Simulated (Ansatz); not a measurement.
One change: `[NH2][SnH2][F]` becomes `N[SiH2]F`.

Ansatz, PBE0-D4/def2-TZVP geometries, multiplicity 1. Each molecule was computed in one conformer, which needn't be the lowest.

Elements past krypton have def2 core potentials.

```tsv
property	`[NH2][SnH2][F]`
HOMO–LUMO gap (PBE0/def2-TZVPP) / eV	7.55
HOMO energy (PBE0/def2-TZVPP) / eV	-7.86
HOMO energy (ωB97M-V/def2-TZVPP) / eV	-10.26
LUMO energy (PBE0/def2-TZVPP) / eV	-0.31
size of the dipole moment (B3LYP/def2-TZVPP) / D	1.94
size of the dipole moment (PBE/def2-TZVPP) / D	1.87
```

(1) Give the same properties after the change, and the shifts. (Estimate.)

Results:

(1) Ansatz gave: 
| property | `N[SiH2]F` | shift |
| --- | --- | --- |
| HOMO–LUMO gap (PBE0/def2-TZVPP) / eV | 8.72 | 1.17 |
| HOMO energy (PBE0/def2-TZVPP) / eV | -8.15 | -0.29 |
| HOMO energy (ωB97M-V/def2-TZVPP) / eV | -10.59 | -0.33 |
| LUMO energy (PBE0/def2-TZVPP) / eV | 0.56 | 0.87 |
| size of the dipole moment (B3LYP/def2-TZVPP) / D | 1.97 | 0.03 |
| size of the dipole moment (PBE/def2-TZVPP) / D | 1.98 | 0.11 |

With PBE0 the HOMO falls by 0.29 eV and the LUMO rises by 0.87 eV, so the gap widens by about 1.16 eV. PBE moves the HOMO by -0.26 eV and ωB97M-V by -0.33 eV. Dipoles are sizes alone; their direction can turn.

B3LYP here is the variant with VWN-RPA as its local correlation; programs differ in this.
